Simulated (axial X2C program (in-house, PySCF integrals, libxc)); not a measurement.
# Spin–orbit effects along a row: molecules with Se, PBE0

Calculated with an in-house relativistic program for diatomic molecules, spin-free (one-electron X2C) or two-component (2c: spin–orbit coupling with atomic mean-field Coulomb and Gaunt terms, which also bring small scalar terms), in Dyall basis sets with cores contracted in-house; open shells are unrestricted.

Basis sets: I dyall-cv3z, Rb dyall-cv3z, Ru dyall-cv3z, Se dyall-cv3z, Sn dyall-cv3z, Y dyall-cv3z, Zr dyall-cv3z.

| molecule | spin-free state | Re (Å) | ωe (cm⁻¹) | De (eV) | 2c state | Re 2c (Å) | ωe 2c (cm⁻¹) | De 2c (eV) |
| --- | --- | --- | --- | --- | --- | --- | --- | --- |
| RbSe | M_S = 1/2, Λ = 1 | 3.063 | 151.8 | 2.43 | Ω = 3/2 | 3.064 | 151.5 | 2.47 |
| YSe | M_S = 1/2, Λ = 0 | 2.396 | 349.5 | 4.94 | Ω = 1/2 | 2.396 | 349.0 | n/a |
| ZrSe | ? | ? | ? | ? | ? | ? | ? | ? |
| RuSe | M_S = 2, Λ = 2 | 2.208 | 354.4 | 3.48 | Ω = 4 | 2.209 | 353.7 | n/a |
| SnSe | M_S = 0, Λ = 0 | 2.324 | 338.3 | 4.56 | Ω = 0 | 2.325 | 336.9 | n/a |
| SeI | M_S = 1/2, Λ = 1 | 2.440 | 280.6 | 2.29 | Ω = 3/2 | 2.441 | 279.1 | 2.16 |

Problem. Estimate the 2c Re and ωe of ZrSe as the mean of its neighbours in the table.

Solution. Re ≈ 2.303 Å, ωe ≈ 351.4 cm⁻¹. The PBE0 runs give the row below, so the estimate misses by -0.010 Å and -21.3 cm⁻¹.

```json
{"molecule": "ZrSe", "spin-free state": "M_S = 1, Λ = 2", "Re (Å)": "2.312", "ωe (cm⁻¹)": "373.4", "De (eV)": "5.13", "2c state": "Ω = 1", "Re 2c (Å)": "2.313", "ωe 2c (cm⁻¹)": "372.7", "De 2c (eV)": "n/a"}
```

Each entry is the lowest single determinant of a limited PBE0 search at one distance. De goes to single-determinant-based atoms at the same level (for ions the charge split of lowest energy) and is withheld (n/a) where an atom does not fit its ground term or J level. Main or longest-lived isotopes. One determinant is a doubtful description, or other states lie close, for RbSe, ZrSe, RuSe; these need not be ground states, and all values refer to the states named. Some open-shell Ω = 0 determinants are out of reach, so the Ω given for RuSe need not be the lowest component. With several unpaired electrons the Ω given is that of one determinant, not necessarily of the lowest component. The functionals have no current term, which raises determinants with orbital currents.
